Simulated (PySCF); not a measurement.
Magnesium: a sound run and one with changed settings

Sound run: Mg⁺ [Ne] 3s1, Mg²⁺ [Ne]. Computed with PySCF 2.14 in aug-cc-pVDZ-DK, with the spin-free X2C one-electron Hamiltonian (Gaussian nucleus). The sound run starts from symmetry-adapted Hartree-Fock orbitals and uses a fine grid where one is needed.

Changed run: radial step 0.3 in ln r (0.13 in the sound run). This setting is unsound on purpose.

```csv
species,method,sound run (hartree),changed run (hartree),converged
Mg⁺,UHF,-199.67045,-199.67045,yes
Mg⁺,PBE,-199.97142,-199.97141,yes
Mg⁺,BP86,-200.10832,-200.10844,yes
Mg²⁺,UHF,-199.12896,-199.12896,yes
Mg²⁺,PBE,-199.40923,-199.40943,yes
Mg²⁺,BP86,-199.54905,-199.54909,yes
```

Ionisation energy of Mg⁺:

| method | sound run (eV) | changed run (eV) |
| --- | --- | --- |
| UHF | 14.735 | 14.735 |
| PBE | 15.298 | 15.292 |
| BP86 | 15.219 | 15.221 |

A coarse radial grid mis-integrates the density and the exchange-correlation energy, with errors of either sign; Hartree-Fock needs no grid.

For comparison, NIST gives 15.035 eV between the lowest levels.
